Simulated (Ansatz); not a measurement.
Mulliken charges of FGeH₅O₂Si (`[OH][GeH2][SiH](O)F`) from r2SCAN/def2-TZVPP in Ansatz (PBE0-D4/def2-TZVP geometry).

```
atom   x (Å)   y (Å)   z (Å)  charge (e)
  O1  -0.701  -1.501  -1.507      -0.451
 Ge2   0.596  -1.221  -0.306       0.305
 Si3   0.330   1.025   0.461       0.624
  O4  -1.297   1.183   0.587      -0.410
  F5   1.027   1.226   1.889      -0.317
  H6  -1.540  -1.152  -1.198       0.194
  H7   0.470  -2.235   0.851      -0.033
  H8   1.898  -1.474  -1.078      -0.013
  H9   0.893   2.093  -0.405      -0.106
 H10  -1.675   2.057   0.706       0.208
```

By hand: the dipole of these point charges (1 e Å = 4.8032 D).

Σ q r = (0.128, 0.146, -0.022) e Å, of length 0.195 e Å = 0.94 D.

How does the dipole of the full density compare? (An estimate is asked.)

Ansatz gave: (-0.191, 0.395, 0.083) e Å, 2.14 D; the point charges give 0.44 times that, at 69° from its direction.

Point charges leave out the atoms' own dipoles, such as those of lone pairs, and Mulliken's split depends on the basis, so the two needn't agree.
